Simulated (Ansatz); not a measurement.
Cost and result for the atomization energy of GaH6NO2Si (11 atoms, 9 bonds).

Cartesian coordinates in Å:
```
N -0.191 1.072 -1.015
Si 0.825 0.662 0.281
O 0.048 0.057 1.622
Ga -0.071 -3.145 -0.980
O -1.118 -1.774 -0.401
H -0.844 0.391 -1.373
H -0.410 2.021 -1.259
H 1.572 1.900 0.627
H -0.548 0.659 2.073
H 1.746 -0.450 -0.053
H -1.009 -1.393 0.479
```

Total charge 0; spin multiplicity 1. Correlated methods include outer-core shells of Ga, which these sets cover unevenly. Scalar relativity is left out up to krypton. The bonds changed during the relaxation, so this is another structure than the one it started from. The geometry is a stationary point of PBE0-D4/def2-TZVP. It is one conformer, not always the lowest. Program: Ansatz. All runs use 4 threads of an Arm Neoverse V1 on a shared host. Times are those of one run each, without the atoms' runs, and a repeat can differ threefold. Electronic energies, without spin–orbit coupling; frozen cores. CCSD(T)/CBS adds CCSD(T) − MP2 in def2-TZVPP to the MP2 limit, and its time is that of the two runs behind it. T1 = 0.014. With those shells the extrapolation isn't a true limit. B3LYP takes the VWN-RPA correlation (the form of Gaussian; ORCA's B3LYP/G).

CCSD(T)/CBS is a level of theory with its own doubt, some kJ/mol a heavy atom from the limit and from the frozen cores, so smaller differences don't rank the functionals.

```csv
level,functions,wall time
PBE-D4/def2-TZVPP (with forces),267,3.7 s
PBE0-D4/def2-TZVPP,267,5 s
r2SCAN-D4/def2-TZVPP (with forces),267,8 s
B3LYP-D4/def2-TZVPP (with forces),267,8 s
B2PLYP/def2-TZVPP,267,9.5 s
ωB97X-V/def2-TZVPP,267,13 s
ωB97M-V/def2-TZVPP (with forces),267,19 s
MP2/def2-QZVPP,510,41 s
CCSD(T)/def2-TZVPP,267,7 min
CCSD(T)/CBS(def2),–,7.7 min
```

(1) What atomization energy does each give, and how far from CCSD(T)/CBS? (An estimate is asked.)

Results:

(1) The calculation gave: 
| level | atomization (kcal/mol) | difference from CCSD(T)/CBS | per bond |
| --- | --- | --- | --- |
| PBE-D4/def2-TZVPP (with forces) | 895.8 | 2.2 | 0.3 |
| PBE0-D4/def2-TZVPP | 873.6 | -20.0 | -2.2 |
| r2SCAN-D4/def2-TZVPP (with forces) | 883.7 | -9.9 | -1.1 |
| B3LYP-D4/def2-TZVPP (with forces) | 887.1 | -6.5 | -0.7 |
| B2PLYP/def2-TZVPP | 877.3 | -16.3 | -1.8 |
| ωB97X-V/def2-TZVPP | 889.6 | -4.0 | -0.4 |
| ωB97M-V/def2-TZVPP (with forces) | 890.2 | -3.4 | -0.4 |
| MP2/def2-QZVPP | 897.2 | 3.6 | 0.4 |
| CCSD(T)/def2-TZVPP | 863.8 | -29.8 | -3.3 |
| CCSD(T)/CBS(def2) | 893.6 | 0.0 | 0.0 |

The D4 term adds +9.7 kcal/mol with B3LYP and +5.2 kcal/mol with PBE0; it sums over pairs of atoms, weighted by their polarisabilities, and B3LYP, whose exchange is more repulsive, gets the larger term. From PBE to PBE0 (25 % exact exchange), in def2-TZVPP and without D4, the atomization energy moves by −21.4 kcal/mol: exact exchange takes away binding that semilocal exchange gives to molecules. In def2-TZVPP, CCSD(T) changes the Hartree–Fock value by +254.2 kcal/mol (the triples alone add +14.0 kcal/mol) and MP2 by +269.8 kcal/mol; breaking electron pairs costs correlation energy, which Hartree–Fock lacks.
